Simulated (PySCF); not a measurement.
## Correlation energy of B⁻ (boron, charge -1)

[He] 2s2 2p2, high-spin 3P determinant. Calculation: PySCF 2.14, in aug-cc-pwCVTZ; no relativity, point nucleus. Frozen: 1s2; 4 electrons correlated.

MP2 pair energies summed by pair of shells (mhartree):

```csv
pair,energy,share (%)
2s-2p,-36.93,57.3
2s-2s,-20.03,31.0
2p-2p,-7.55,11.7
```

Total MP2 correlation energy: -64.51 mhartree.

Same-spin part -14.03 and opposite-spin part -50.48 mhartree; SCS-MP2 scales them by 1/3 and 6/5 to -65.25 mhartree.
